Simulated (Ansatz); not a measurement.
Calculated with Ansatz (gas phase, PBE0-D4/def2-TZVP geometries, no zero-point term in ΔE). CCSD(T)/CBS adds triple-zeta CCSD(T) − MP2 to the extrapolated MP2 energy (def2 sets, frozen cores). This one scheme is used for every species. Functionals use def2-TZVPP. B3LYP here is the variant with VWN-RPA as its local correlation; programs differ in this. HSE06 is defined as in plane-wave codes. For Ti outer-core shells are correlated without core-valence functions, which leaves a few kJ/mol of doubt a bond. Scalar relativity is left out up to krypton.

Consider the ligand exchange at a Ti–C bond: `C#[C][Ti]([Cl])([Cl])[Cl]` + H–F → `[F][Ti]([Cl])([Cl])[Cl]` + acetylene.

```csv
level,ΔE (kJ/mol),difference from CCSD(T)/CBS
PBE-D4,-141.7,-12.6
r2SCAN-D4,-148.5,-19.4
HSE06-D4,-138.0,-8.9
CAM-B3LYP-D4,-154.1,-25.0
B2PLYP,-141.1,-12.0
PBE,-146.9,-17.8
revPBE,-146.5,-17.4
r2SCAN,-150.1,-21.0
B3LYP,-150.8,-21.7
BHLYP,-150.6,-21.5
CAM-B3LYP,-159.4,-30.3
RPA@PBE/def2-TZVPP,-129.8,-0.7
CCSD(T)/def2-SVP,-142.8,-13.7
MP2/def2-TZVPP,-120.8,8.3
MP2/CBS(def2),-118.9,10.2
CCSD/CBS(def2),-134.5,-5.4
CCSD(T)/CBS,-129.1,0
```

Largest T1 diagnostic among the species: 0.024, so the coupled-cluster value is less sure than usual.

From r2SCAN to r2SCAN0 (25 % exact exchange), in def2-TZVPP and without D4, ΔE moves by +4.4 kJ/mol. At CCSD(T), def2-SVP lies −13.7 kJ/mol from the extrapolated value and def2-TZVPP −2.0 kJ/mol.
